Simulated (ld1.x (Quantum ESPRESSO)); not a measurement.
# PBE PAW dataset for Sn (Z = 50), scalar-relativistic all-electron reference.

* Element: Sn (Z = 50)
* Generator: ld1.x (Quantum ESPRESSO) 7.5
* Type: PAW
* Functional: PBE
* Relativity: scalar-relativistic
* Frozen core: [Kr] 4d10
* Valence charge: 4
* Reference configuration: 5s2 5p2
* Partial waves: 5s (bound): rcut 1.90, rcutus 2.35 bohr; 5s channel at -0.1 Ry: rcut 1.90, rcutus 2.35 bohr; 5p (bound): rcut 2.60, rcutus 3.05 bohr; 5p channel at 2 Ry: rcut 2.60, rcutus 3.05 bohr; 5d channel at 0.05 Ry: rcut 1.85, rcutus 2.60 bohr; 5d channel at 0.6 Ry: rcut 1.85, rcutus 2.60 bohr
* Local potential: all-electron potential smoothed inside 1.75 bohr (lloc = -1)
* Core correction: a·sin(br)/r model core inside 1.15 bohr
* Augmentation charge: PSQ, inside the norm-conserving radii

Calculated quality:

- Cutoffs needed: 6 Ry and 8 Ry (the cutoffs (Ry, on a coarse ladder) from which the occupation-weighted sum of valence levels, in a spherical-Bessel basis at the reference potential, stays within 10 and 1 mRy of its value at 400 Ry)
- Ghost test: ghost states, extra bound levels that the all-electron valence spectrum of the same l lacks: d at -21.0 eV, s at -8.1 eV; a true bound ghost makes a file unfit for plane-wave use (spherical-Bessel basis up to 400 Ry, 20 bohr box)
- Configuration tests: test run stopped at test 3 of 7 (negative rho)
- Lowest eigenvalue of the overlap operator: 0.28 (s channel)
- Density cutoff estimated by the generator: 109 Ry

Generation and tests took about 1.8 s on one core of a shared server CPU.
